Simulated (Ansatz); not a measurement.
Input file for Ansatz (an electronic-structure program): R-CCSD(T)/def2-SVP on Cu2 (SMILES [Cu][Cu]).

Ansatz 0.2 input:
```yaml
crystal:
  periodic: [false, false, false]
  atoms:
    - {symbol: Cu, position_ang: [-0.00000000, -0.00000000, -1.14569847]}
    - {symbol: Cu, position_ang: [0.00000000, 0.00000000, 1.14569847]}
basis:
  gaussian:
    orbitals: def2-SVP
magnetization: {spin_polarized: false}
correlation: {method: ccsd_t, electrons: outside_noble_gas}
scf: {lower_state_search: off}
```

The log:

```
WARN ansatz: RAYON_NUM_THREADS=4 ignored (pool sized by the plan → 4); use --threads N
Functional definition: HF
these checks for a lower state are left out or cut short: stability, starts, cluster_reference, orbital_swaps, neighbouring_geometries, increment
integrals: 0.04 GiB planned
695 factors; integrals over basis functions are off by at most 7.2e-4 eV
mean field: 0.17 GiB planned
mean field evaluation 1: about -89176.0751 eV, gradient 6.6e1 eV
mean field evaluation 2: about -89176.1238 eV, gradient 6.6e1 eV
mean field evaluation 4: about -89182.4820 eV, gradient 2.3e0 eV
mean field evaluation 8: about -89182.5258 eV, gradient 1.3e-1 eV
mean field -89182.52592407 eV, -3277.3973776224 hartree, gradient 2.6e-6 eV, S^2 0.000000; 0 other end points of the search recorded, 0 dependent functions left out
18 core orbitals not correlated
reference -89182.52592407 eV, -3277.3973776224 hartree; 11, 11 occupied and 33, 33 virtual orbitals, 695 factors
second order -16.47773438 eV of doubles, -0.00000000 eV of singles
coupled cluster: 0.11 GiB planned
cycle   1  -13.86323822 eV  change     2.6e0 eV  update   1.7e-1
cycle   2  -14.69760862 eV  change   -8.3e-1 eV  update   8.1e-2
cycle   3  -14.81450394 eV  change   -1.2e-1 eV  update   2.7e-2
cycle   4  -14.79008497 eV  change    2.4e-2 eV  update   1.1e-2
cycle   5  -14.77819649 eV  change    1.2e-2 eV  update   7.6e-3
cycle   6  -14.78462818 eV  change   -6.4e-3 eV  update   4.7e-3
cycle   7  -14.78801511 eV  change   -3.4e-3 eV  update   3.2e-3
cycle   8  -14.78544690 eV  change    2.6e-3 eV  update   1.5e-3
cycle   9  -14.78544439 eV  change    2.5e-6 eV  update   8.1e-4
cycle  10  -14.78617007 eV  change   -7.3e-4 eV  update   3.4e-4
cycle  11  -14.78586282 eV  change    3.1e-4 eV  update   1.5e-4
cycle  12  -14.78570358 eV  change    1.6e-4 eV  update   7.2e-5
cycle  13  -14.78579128 eV  change   -8.8e-5 eV  update   3.8e-5
cycle  14  -14.78581004 eV  change   -1.9e-5 eV  update   1.3e-5
perturbative correction -0.75897004 eV, -0.0278916347 hartree
Total energy: -89198.07070416 eV, -3277.9686377539 hartree
Checks for a lower state left out: stability, starts, cluster_reference, orbital_swaps, neighbouring_geometries, increment
```

Self-consistency was reached.

Cost: very roughly 3 core-seconds.
